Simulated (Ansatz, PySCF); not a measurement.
C3H9Si, SMILES C[Si](C)C, multiplicity 2. Atoms are numbered in the order given.

```xyz
13

C     -1.5527    -0.8976    -0.1776
Si     0.0000     0.0000     0.4370
C     -0.0010     1.7935    -0.1775
C      1.5536    -0.8959    -0.1776
H     -1.5738    -0.9094    -1.2830
H     -2.4710    -0.3992     0.1718
H     -1.5786    -1.9423     0.1712
H     -0.0005     1.8178    -1.2829
H      0.8898     2.3395     0.1720
H     -0.8927     2.3383     0.1712
H      1.5743    -0.9085    -1.2830
H      2.4714    -0.3960     0.1711
H      1.5811    -1.9403     0.1720
```
Charge 0, spin multiplicity 2.

Geometry: B3LYP-D3(BJ)/def2-SVP. The isomer is the one that the SMILES or the coordinates give; other isomers of the formula were not compared.

Two levels are set side by side: PBE-D3(BJ)/def2-SVP (Ansatz, a quantum-chemistry and plane-wave program) and B3LYP-D3(BJ)/def2-SVP (Ansatz). Each level has its own optimised geometry; the coordinates shown are those of the second. Frequencies come from the Hessian of PySCF at each geometry. Differences are taken from unrounded values.

```json
[
 {"quantity": "mean bond length (Å)", "B3LYP-D3(BJ)": "1.301", "PBE-D3(BJ)": "1.308", "PBE-D3(BJ) minus B3LYP-D3(BJ)": "0.006"},
 {"quantity": "bond C1–Si2 (Å)", "B3LYP-D3(BJ)": "1.896", "PBE-D3(BJ)": "1.900", "PBE-D3(BJ) minus B3LYP-D3(BJ)": "0.004"},
 {"quantity": "bond Si2–C3 (Å)", "B3LYP-D3(BJ)": "1.896", "PBE-D3(BJ)": "1.900", "PBE-D3(BJ) minus B3LYP-D3(BJ)": "0.004"},
 {"quantity": "bond Si2–C4 (Å)", "B3LYP-D3(BJ)": "1.896", "PBE-D3(BJ)": "1.900", "PBE-D3(BJ) minus B3LYP-D3(BJ)": "0.004"},
 {"quantity": "bond C1–H5 (Å)", "B3LYP-D3(BJ)": "1.106", "PBE-D3(BJ)": "1.113", "PBE-D3(BJ) minus B3LYP-D3(BJ)": "0.007"},
 {"quantity": "bond C1–H6 (Å)", "B3LYP-D3(BJ)": "1.102", "PBE-D3(BJ)": "1.109", "PBE-D3(BJ) minus B3LYP-D3(BJ)": "0.007"},
 {"quantity": "bond C1–H7 (Å)", "B3LYP-D3(BJ)": "1.102", "PBE-D3(BJ)": "1.109", "PBE-D3(BJ) minus B3LYP-D3(BJ)": "0.007"},
 {"quantity": "bond C3–H8 (Å)", "B3LYP-D3(BJ)": "1.106", "PBE-D3(BJ)": "1.113", "PBE-D3(BJ) minus B3LYP-D3(BJ)": "0.007"},
 {"quantity": "bond C3–H9 (Å)", "B3LYP-D3(BJ)": "1.102", "PBE-D3(BJ)": "1.109", "PBE-D3(BJ) minus B3LYP-D3(BJ)": "0.007"},
 {"quantity": "bond C3–H10 (Å)", "B3LYP-D3(BJ)": "1.102", "PBE-D3(BJ)": "1.109", "PBE-D3(BJ) minus B3LYP-D3(BJ)": "0.007"},
 {"quantity": "bond C4–H11 (Å)", "B3LYP-D3(BJ)": "1.106", "PBE-D3(BJ)": "1.113", "PBE-D3(BJ) minus B3LYP-D3(BJ)": "0.007"},
 {"quantity": "bond C4–H12 (Å)", "B3LYP-D3(BJ)": "1.102", "PBE-D3(BJ)": "1.109", "PBE-D3(BJ) minus B3LYP-D3(BJ)": "0.007"},
 {"quantity": "bond C4–H13 (Å)", "B3LYP-D3(BJ)": "1.102", "PBE-D3(BJ)": "1.109", "PBE-D3(BJ) minus B3LYP-D3(BJ)": "0.007"},
 {"quantity": "highest harmonic wavenumber (cm⁻¹)", "B3LYP-D3(BJ)": "3124", "PBE-D3(BJ)": "3078", "PBE-D3(BJ) minus B3LYP-D3(BJ)": "-46"},
 {"quantity": "mean harmonic wavenumber (cm⁻¹)", "B3LYP-D3(BJ)": "1446", "PBE-D3(BJ)": "1411", "PBE-D3(BJ) minus B3LYP-D3(BJ)": "-35"},
 {"quantity": "zero-point energy (kcal/mol)", "B3LYP-D3(BJ)": "68.23", "PBE-D3(BJ)": "66.58", "PBE-D3(BJ) minus B3LYP-D3(BJ)": "-1.65"}
]
```

Exact exchange shortens and stiffens bonds; PBE has none. Differences between two approximate levels are no errors against the true value.
